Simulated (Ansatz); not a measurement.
Reaction (formal exchange of groups at the In–F bond): `N#[C][In]([F])[F]` + CH₄ → `[CH3][In]([F])[C]#N` + H–F

Calculated with Ansatz (gas phase, PBE0-D4/def2-TZVP geometries, no zero-point term in ΔE). CBS: MP2 limit from def2 TZ/QZ plus the TZ coupled-cluster correction, frozen cores. This one scheme is used for every species. Functionals use def2-TZVPP. def2 core potentials past Kr. For In outer-core shells are correlated without core-valence functions, which leaves a few kJ/mol of doubt a bond.

Question: Is it downhill or uphill in electronic energy at CCSD(T)/CBS, and by how much? (Estimate.)

Answer: The calculation gave: Uphill: ΔE = +0.42 eV.

Question: What do these levels give: CAM-B3LYP-D4, PBE-QIDH, BHLYP, HF/def2-SVP, MP2/def2-SVP, CCSD(T)/def2-SVP? (Estimate.)

Answer: Computed: CAM-B3LYP-D4 0.54, PBE-QIDH 0.41, BHLYP 0.54, HF/def2-SVP 0.68, MP2/def2-SVP 0.70, CCSD(T)/def2-SVP 0.67 eV.

Largest T1 diagnostic among the species: 0.017.

From BLYP to BHLYP (50 % exact exchange), in def2-TZVPP and without D4, ΔE moves by −0.07 eV. In def2-TZVPP, CCSD(T) changes the Hartree–Fock value by −0.24 eV (the triples alone add −0.01 eV) and MP2 by −0.29 eV.
